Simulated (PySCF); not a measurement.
H3IOSiZn, SMILES [SiH3][O][Zn][I]. Atoms are numbered in the order given.

```xyz
7

Zn     0.1977     0.5285     0.0000
I     -0.0823    -1.8557     0.0000
O      0.5061     2.2609     0.0000
Si    -0.2859     3.7055     0.0000
H     -1.1619     3.8588     1.2075
H      0.7081     4.8194     0.0000
H     -1.1619     3.8588    -1.2075
```
Charge 0, spin multiplicity 1.

Geometry optimised at r2SCAN-D4/def2-SVP. The structure was generated by enumeration; whether it is a known compound was not checked. The def2 effective core potentials stand for the cores of I; spin–orbit coupling is left out. Other conformers were not sampled.

Computed with M06-2X/def2-TZVP run with PySCF.

ESP charges are fitted to the potential on shells at 1.4 to 2.0 van der Waals radii. Atomic charges (e):

| atom | ESP fit | Löwdin | Mulliken |
|---|---|---|---|
| Zn1 | 0.72 | 0.13 | 0.68 |
| I2 | -0.28 | (withheld) | -0.25 |
| O3 | -0.53 | (withheld) | -0.62 |
| Si4 | 0.32 | (withheld) | 0.34 |
| H5 | -0.08 | -0.05 | -0.05 |
| H6 | -0.06 | -0.05 | -0.04 |
| H7 | -0.08 | -0.05 | -0.05 |

Problem. Fill in the missing entries. (The exact figures need the calculation; the answer reports its results.)

Solution. 
- I2, Löwdin: 0.15
- O3, Löwdin: -0.25
- Si4, Löwdin: 0.12
